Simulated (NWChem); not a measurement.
System: CH6O2Si2; SMILES [SiH2]1OCO[SiH2]1

Parts of the log:

```
             Northwest Computational Chemistry Package (NWChem) 7.3.0
             --------------------------------------------------------

 CS  symmetry detected

                             Geometry "geometry" -> ""
                             -------------------------

 Output coordinates in angstroms (scale by  1.889725989 to convert to a.u.)

  No.       Tag          Charge          X              Y              Z
 ---- ---------------- ---------- -------------- -------------- --------------
    1 C                    6.0000     1.61048600    -0.11143567     0.00000000
    2 O                    8.0000     0.87133409     0.09730933     1.16998000
    3 Si                  14.0000    -0.81178941    -0.00641422     1.16951150
    4 Si                  14.0000    -0.81178941    -0.00641422    -1.16951150
    5 O                    8.0000     0.87133409     0.09730933    -1.16998000
    6 H                    1.0000     2.45520907     0.59800519     0.00000000
    7 H                    1.0000     2.01069696    -1.14451762     0.00000000
    8 H                    1.0000    -1.38064236     1.17133564     1.88418200
    9 H                    1.0000    -1.28938963    -1.25244804     1.84311400
   10 H                    1.0000    -1.38064236     1.17133564    -1.88418200
   11 H                    1.0000    -1.28938963    -1.25244804    -1.84311400

 Effective nuclear repulsion energy (a.u.)     307.5901736154

      Symmetry information
      --------------------

 Group name             Cs
 Group number              2
 Group order               2
 No. of unique centers     7

                                 NWChem DFT Module
                                 -----------------

 Summary of "ao basis" -> "ao basis" (spherical)
 ------------------------------------------------------------------------------
       Tag                 Description            Shells   Functions and Types
 ---------------- ------------------------------  ------  ---------------------
 C                          6-31+g*                  8       18   4s3p1d
 O                          6-31+g*                  8       18   4s3p1d
 Si                         6-31+g*                 10       22   5s4p1d
 H                          6-31+g*                  2        2   2s

      Symmetry analysis of basis
      --------------------------

        a'         61
        a"         49

            General Information
            -------------------
          SCF calculation type: DFT
          Wavefunction type:  closed shell.
          No. of atoms     :    11
          No. of electrons :    56
           Alpha electrons :    28
            Beta electrons :    28
          Charge           :     0
          Spin multiplicity:     1
          Use of symmetry is: on ; symmetry adaption is: on
          Maximum number of iterations: 150
          AO basis - number of functions:   110
                     number of shells:    56
          Convergence on energy requested:  1.00D-06
          Convergence on density requested:  1.00D-05
          Convergence on gradient requested:  5.00D-04

              XC Information
              --------------
                        BHLYP Method XC Functional
                     Hartree-Fock (Exact) Exchange  0.500
                        Slater Exchange Functional  0.500 local
                    Becke 1988 Exchange Functional  0.500 non-local
              Lee-Yang-Parr Correlation Functional  1.000

             Grid Information
             ----------------
          Grid used for XC integration:  medium
          Radial quadrature: Mura-Knowles
          Angular quadrature: Lebedev.
          Tag              B.-S. Rad. Rad. Pts. Rad. Cut. Ang. Pts.
          ---              ---------- --------- --------- ---------
          C                   0.70       49          13.0       434
          O                   0.60       49          12.0       434
          Si                  1.10       88          13.0       590
          H                   0.35       45          12.0       434
          Grid pruning is: on
          Number of quadrature shells:   366
          Spatial weights used:  Erf1

      Superposition of Atomic Density Guess
      -------------------------------------

 Sum of atomic energies:        -767.80192662

      Non-variational initial energy
      ------------------------------

 Total energy =    -769.967098
 1-e energy   =   -1672.937442
 2-e energy   =     595.380170
 HOMO         =      -0.306798
 LUMO         =      -0.002107

      Symmetry analysis of molecular orbitals - initial
      -------------------------------------------------

  Numbering of irreducible representations:

     1 a'          2 a"

  Orbital symmetries:

     1 a"          2 a'          3 a'          4 a"          5 a'
     6 a'          7 a"          8 a'          9 a"         10 a'
    11 a"         12 a'         13 a"         14 a'         15 a"
    16 a'         17 a'         18 a"         19 a'         20 a'
    21 a"         22 a"         23 a'         24 a"         25 a'
    26 a"         27 a'         28 a'         29 a'         30 a"
    31 a'         32 a"         33 a'         34 a'         35 a'
    36 a'         37 a"         38 a"

   convergence    iter        energy       DeltaE   RMS-Dens  Diis-err
 ---------------- ----- ----------------- --------- --------- ---------
 d= 0,ls=0.0,diis     1   -770.9625560504 -1.08D+03  9.60D-03  7.90D-01
 d= 0,ls=0.0,diis     2   -770.9867468444 -2.42D-02  4.30D-03  7.91D-01
 d= 0,ls=0.0,diis     3   -771.0604996217 -7.38D-02  9.05D-04  1.42D-02
 d= 0,ls=0.0,diis     4   -771.0617846729 -1.29D-03  3.09D-04  1.62D-03
 d= 0,ls=0.0,diis     5   -771.0619875798 -2.03D-04  7.50D-05  5.37D-05
  Resetting Diis
 d= 0,ls=0.0,diis     6   -771.0619949710 -7.39D-06  1.79D-05  2.78D-06
 d= 0,ls=0.0,diis     7   -771.0619954266 -4.56D-07  5.32D-06  8.88D-08

[...]
```

Level: BHandHLYP/6-31+G* (spherical d), vertical spin-unrestricted ions. Structure relaxed at the PBE0/def2-SVP level.

Task: Reconstruct the input file.

Result: Several could match; the one computed here: the input that was run:
```
start job
memory heap 200 mb stack 900 mb global 1100 mb
geometry units angstroms noautoz
  C      0.000007    -0.116128     1.615008
  O      1.169978     0.092208     0.875739
  Si     1.169511    -0.012455    -0.807323
  Si    -1.169512    -0.012455    -0.807328
  O     -1.169982     0.092203     0.875741
  H     -0.000002     0.593783     2.459336
  H      0.000001    -1.148987     2.015794
  H      1.884182     1.164976    -1.376834
  H      1.843113    -1.258754    -1.284231
  H     -1.884182     1.164980    -1.376834
  H     -1.843115    -1.258755    -1.284233
end
basis spherical
  * library 6-31+g*
end
dft
  xc bhlyp
  iterations 150
  vectors input atomic output neutral.movecs
end
task dft energy
charge 1
dft
  odft
  mult 2
  vectors input atomic output cation.movecs
end
task dft energy
charge -1
dft
  odft
  mult 2
  vectors input atomic output anion.movecs
end
task dft energy
```
